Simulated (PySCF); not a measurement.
# Stretching CaN

Set-up: Ca aug-pcseg-1, N aug-pcseg-1; no relativity (PySCF 2.14). Energies in eV from Ca + N in their ground configurations at the same level. State: ⁴Σ⁻ (quartet), unpaired electrons σ ↑, π ↑↑.

All columns are BHandHLYP. A positive dipole means Ca(−)N(+).

```csv
R (Å),E (eV),μ (D),Mulliken charge on Ca (basis-dependent),HOMO (eV),LUMO (eV),Mayer bond order,⟨S²⟩
1.943,-0.481,-2.98,0.82,-4.46,-1.57,0.27,3.76
2.033,-0.865,-3.33,0.84,-4.56,-1.64,0.25,3.76
2.123,-1.082,-3.65,0.84,-4.65,-1.70,0.27,3.76
2.191,-1.164,-3.88,0.83,-4.71,-1.75,0.29,3.76
2.259,-1.193,-4.09,0.82,-4.77,-1.79,0.33,3.76
2.327,-1.183,-4.29,0.80,-4.83,-1.83,0.37,3.76
2.417,-1.125,-4.51,0.77,-4.89,-1.87,0.43,3.76
2.530,-1.007,-4.68,0.72,-4.96,-1.91,0.51,3.77
2.666,-0.836,-4.68,0.64,-5.02,-1.93,0.59,3.78
2.846,-0.614,-4.22,0.51,-5.03,-1.89,0.63,3.81
```

A fit through these points gives, at Re = 2.272 Å, μ = -4.13 D and dμ/dR = -2.96 D/Å; the reduced mass is 10.37 u.

Question: How strong is the fundamental in the double-harmonic approximation, I = 42.26·(dμ/dR)²/μred km/mol?

Answer: I = 42.26·(-2.96)²/10.37 = 35.7 km/mol at BHandHLYP.

The state is the lowest determinant that a PBE0 search found; another state may lie lower at other levels.
